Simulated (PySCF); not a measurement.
## Radial density of Ar²⁺ (argon, charge +2)

UHF, [Ne] 3s2 3p4, high-spin 3P determinant. All numbers are calculated (PySCF 2.14, the non-relativistic Hamiltonian (point nucleus), in aug-cc-pV(D+d)Z).

```tsv
r (bohr)	4πr²ρ (e/bohr)	4πr²(ρα − ρβ)
0.00119	0.06508	0.0000
0.00200	0.1794	0.0000
0.00336	0.4820	0.0001
0.00565	1.257	0.0002
0.00950	3.096	0.0004
0.0160	6.948	0.0012
0.0269	13.31	0.0037
0.0452	19.73	0.0149
0.0760	19.77	0.0620
0.128	14.66	0.2052
0.215	18.30	0.3707
0.362	19.28	0.1565
0.609	6.567	0.1621
1.02	4.855	1.4585
1.72	3.111	1.0719
2.90	0.2624	0.0876
4.87	0.001269	0.0004
8.19	3.832e-05	0.0000
```
